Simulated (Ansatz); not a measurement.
Two members of one family (Oligo(phenylene vinylene), donor-acceptor), computed with Ansatz in the gas phase. The two geometries come from different levels. Binding counts from free atoms in the multiplicity of their measured ground term, without zero-point energy. Sets without diffuse functions give affinities that are too small. A dash marks a value that wasn't run or was left out as unsound. The structures are stationary points that may keep the symmetry of their start.

First: CN(C)c1ccc(/C=C/c2ccc(/C=C/c3ccc(/C=C/c4ccc(/C=C/C#N)cc4)cc3)cc2)cc1 (singlet, charge 0, r2SCAN-D4/def2-SVP geometry).

Cartesian coordinates in Å:
```
C -12.784 -1.586 2.163
N -11.989 -0.383 2.278
C -12.632 0.885 2.544
C -10.632 -0.437 2.067
C -9.827 0.734 2.135
C -8.459 0.677 1.920
C -7.797 -0.534 1.620
C -6.371 -0.640 1.374
C -5.451 0.363 1.412
C -4.030 0.247 1.139
C -3.392 -0.959 0.764
C -2.032 -0.997 0.494
C -1.220 0.159 0.581
C 0.192 0.055 0.261
C 1.112 1.057 0.279
C 2.517 0.955 -0.070
C 3.331 2.106 0.001
C 4.678 2.064 -0.338
C 5.291 0.869 -0.772
C 6.697 0.884 -1.131
C 7.434 -0.156 -1.602
C 8.839 -0.124 -1.969
C 9.657 1.022 -1.854
C 10.992 0.989 -2.229
C 11.588 -0.187 -2.741
C 12.990 -0.154 -3.119
C 13.720 -1.179 -3.635
C 15.091 -1.043 -3.972
N 16.220 -0.953 -4.257
C 10.775 -1.336 -2.856
C 9.441 -1.301 -2.479
C 4.477 -0.289 -0.835
C 3.135 -0.248 -0.495
C -1.853 1.363 0.965
C -3.214 1.401 1.233
C -8.603 -1.691 1.554
C -9.974 -1.657 1.767
H -13.835 -1.348 2.368
H -12.465 -2.360 2.886
H -12.725 -2.028 1.151
H -13.707 0.721 2.691
H -12.235 1.364 3.457
H -12.507 1.599 1.708
H -10.282 1.700 2.358
H -7.888 1.608 1.981
H -6.028 -1.653 1.129
H -5.787 1.374 1.667
H -3.976 -1.880 0.675
H -1.569 -1.944 0.201
H 0.519 -0.950 -0.031
H 0.788 2.063 0.573
H 2.884 3.051 0.329
H 5.280 2.976 -0.275
H 7.184 1.859 -1.008
H 6.948 -1.129 -1.738
H 9.242 1.954 -1.461
H 11.603 1.891 -2.129
H 13.501 0.804 -2.969
H 13.278 -2.166 -3.813
H 11.194 -2.268 -3.244
H 8.830 -2.204 -2.577
H 4.909 -1.240 -1.159
H 2.547 -1.167 -0.563
H -1.271 2.284 1.049
H -3.678 2.349 1.524
H -8.129 -2.651 1.322
H -10.541 -2.586 1.699
```

| level | HOMO (eV) | LUMO (eV) | gap (eV) | vertical IE (eV) | vertical EA (eV) | vertical triplet (eV) | binding per atom (eV) |
| --- | --- | --- | --- | --- | --- | --- | --- |
| PBE-D4/def2-SVP | -4.40 | -3.12 | 1.28 | 5.78 | 1.85 | 1.46 | 5.38 |
| r2SCAN-D4/def2-SVP | -4.55 | -3.14 | 1.40 | – | – | – | 5.20 |
| PBE0-D4/def2-SVP | -5.13 | -2.57 | 2.55 | 6.10 | 1.69 | 1.85 | 5.26 |

Second: C51H42N2 (singlet, charge 0, PBE-D4/def2-SVP geometry).

Cartesian coordinates in Å:
```
C 6.328 -16.065 9.476
N 5.214 -15.221 9.858
C 4.463 -15.517 11.061
C 4.870 -14.136 9.075
C 3.785 -13.280 9.428
C 3.445 -12.187 8.638
C 4.150 -11.865 7.450
C 3.833 -10.730 6.597
C 2.851 -9.798 6.787
C 2.552 -8.660 5.932
C 3.249 -8.373 4.724
C 2.932 -7.265 3.947
C 1.896 -6.366 4.321
C 1.532 -5.187 3.549
C 2.105 -4.751 2.388
C 1.741 -3.564 1.627
C 0.701 -2.671 2.007
C 0.394 -1.548 1.249
C 1.106 -1.239 0.057
C 0.824 -0.076 -0.772
C -0.125 0.882 -0.553
C -0.408 2.039 -1.388
C -1.439 2.938 -1.000
C -1.763 4.058 -1.761
C -1.072 4.350 -2.966
C -1.371 5.496 -3.813
C -2.326 6.449 -3.601
C -2.635 7.581 -4.462
C -1.955 7.858 -5.677
C -2.308 8.947 -6.466
C -3.360 9.830 -6.099
C -3.695 10.939 -6.979
C -4.685 11.862 -6.801
C -5.026 12.956 -7.697
C -4.332 13.227 -8.909
C -4.705 14.277 -9.740
C -5.797 15.124 -9.412
C -6.235 16.230 -10.250
C -5.704 16.610 -11.451
C -6.204 17.708 -12.202
N -6.604 18.614 -12.839
C -6.486 14.863 -8.202
C -6.111 13.809 -7.369
C -4.034 9.560 -4.879
C -3.680 8.469 -4.090
C -0.038 3.454 -3.351
C 0.286 2.334 -2.590
C 2.142 -2.129 -0.323
C 2.451 -3.255 0.438
C 1.196 -6.655 5.519
C 1.513 -7.766 6.300
C 5.225 -12.723 7.107
C 5.583 -13.823 7.883
H 7.285 -15.495 9.420
H 6.458 -16.866 10.227
H 6.170 -16.550 8.485
H 4.880 -16.421 11.541
H 3.387 -15.714 10.847
H 4.509 -14.688 11.803
H 3.200 -13.474 10.337
H 2.597 -11.559 8.955
H 4.481 -10.633 5.709
H 2.208 -9.884 7.679
H 4.058 -9.040 4.392
H 3.500 -7.086 3.022
H 0.703 -4.599 3.979
H 2.936 -5.335 1.958
H 0.122 -2.869 2.921
H -0.421 -0.889 1.584
H 1.463 0.012 -1.668
H -0.762 0.795 0.345
H -1.995 2.735 -0.071
H -2.572 4.720 -1.419
H -0.746 5.570 -4.719
H -2.952 6.376 -2.695
H -1.135 7.202 -6.007
H -1.764 9.135 -7.406
H -3.068 11.009 -7.884
H -5.317 11.792 -5.899
H -3.480 12.595 -9.201
H -4.138 14.447 -10.667
H -7.090 16.810 -9.866
H -4.848 16.072 -11.896
H -7.335 15.505 -7.921
H -6.669 13.628 -6.436
H -4.852 10.215 -4.548
H -4.223 8.283 -3.150
H 0.517 3.656 -4.281
H 1.094 1.671 -2.934
H 2.712 -1.919 -1.242
H 3.263 -3.926 0.114
H 0.385 -5.981 5.838
H 0.950 -7.959 7.226
H 5.798 -12.512 6.189
H 6.427 -14.446 7.560
```

Q: What does the change do? Estimate second minus first.

A: 
```
             level  Δ HOMO (eV)  Δ LUMO (eV)  Δ gap (eV)  Δ vertical IE (eV)  Δ vertical EA (eV)  Δ vertical triplet (eV)  Δ binding per atom (eV)
   PBE-D4/def2-SVP         0.06        -0.13       -0.19               -0.28                0.37                    -0.13                     0.06
r2SCAN-D4/def2-SVP         0.07        -0.14       -0.20                   –                   –                        –                     0.06
  PBE0-D4/def2-SVP         0.07        -0.13       -0.21               -0.21                0.28                    -0.04                     0.06
```
